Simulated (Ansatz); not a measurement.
Start from `C[SiH](C)[SiH2]F` and change one atom or group to get `C[SiH](C)O[SiH3]`.

Ansatz, PBE0-D4/def2-TZVP geometries, multiplicity 1. Each molecule was computed in one conformer, which needn't be the lowest.

```csv
property,`C[SiH](C)[SiH2]F`
HOMO energy (B3LYP/def2-TZVPP) / eV,-7.59
size of the dipole moment (ωB97M-V/def2-TZVPP) / D,1.63
HOMO–LUMO gap (PBE/def2-TZVPP) / eV,5.31
HOMO–LUMO gap (PBE0/def2-TZVPP) / eV,7.35
HOMO energy (PBE0/def2-TZVPP) / eV,-7.76
size of the dipole moment (PBE/def2-TZVPP) / D,1.61
```

(1) Give the same properties after the change, and the shifts. (Estimate.)

Results:

(1) Ansatz gave: 
```tsv
property	`C[SiH](C)O[SiH3]`	shift
HOMO energy (B3LYP/def2-TZVPP) / eV	-8.09	-0.50
size of the dipole moment (ωB97M-V/def2-TZVPP) / D	0.92	-0.71
HOMO–LUMO gap (PBE/def2-TZVPP) / eV	6.33	1.02
HOMO–LUMO gap (PBE0/def2-TZVPP) / eV	8.58	1.23
HOMO energy (PBE0/def2-TZVPP) / eV	-8.29	-0.53
size of the dipole moment (PBE/def2-TZVPP) / D	0.97	-0.64
```

With PBE0 the HOMO falls by 0.53 eV and the LUMO rises by 0.69 eV, so the gap widens by about 1.22 eV. PBE moves the HOMO by -0.33 eV and ωB97M-V by -0.75 eV. Dipoles are sizes alone; their direction can turn.

B3LYP here is the variant with VWN-RPA as its local correlation; programs differ in this.
